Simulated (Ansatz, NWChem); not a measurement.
**SiH3I (SMILES [SiH3]I): the vertical ionisation energy, rung by rung**

SiH3I: 5 atoms, total charge 0, spin state singlet. As SMILES, `[SiH3]I`. The shape is that of a PBE0-D4/def2-TZVP optimisation.

Each level gives the vertical ionisation energy (to the doublet cation) (eV). The values are calculated.

```tsv
level	kind	program	value (eV)	CPU time (all runs)
HF/def2-TZVP (core potential)	Hartree–Fock	Ansatz	9.12	88 s
PBE/def2-TZVP (core potential)	GGA	Ansatz	9.82	1.7 min
r2SCAN/def2-TZVP (core potential)	meta-GGA	NWChem	9.94	4.5 min
M06-2X/def2-TZVP (core potential)	hybrid meta-GGA	NWChem	9.84	76 s
CAM-B3LYP/def2-TZVP (core potential)	range-separated hybrid	NWChem	10.03	4.7 min
B2PLYP/def2-TZVP (core potential)	double hybrid	Ansatz	9.99	4.4 min
MP2/def2-TZVP (core potential)	perturbation theory	Ansatz	10.10	2 min
CCSD/def2-TZVP (core potential)	coupled cluster or CI	Ansatz	9.91	4.5 min
FCI/STO-3G	exact in the basis	Ansatz	6.93	2.2 min
```

All-electron rows without a relativistic Hamiltonian named are non-relativistic, while core potentials hold scalar relativity, so basis and relativity change together. Spin-orbit coupling, which can split open shells on such heavy atoms by tenths of an eV, is left out. The values span 6.93 to 10.10 eV. High-level rows in very small sets aren't better than simpler rows in larger ones. In the correlated wave-function rows the outer d shell of I is correlated, in sets not made for it. Times are those of the runs behind each value, whatever else they computed, on shared processors of several kinds: orders of magnitude only.
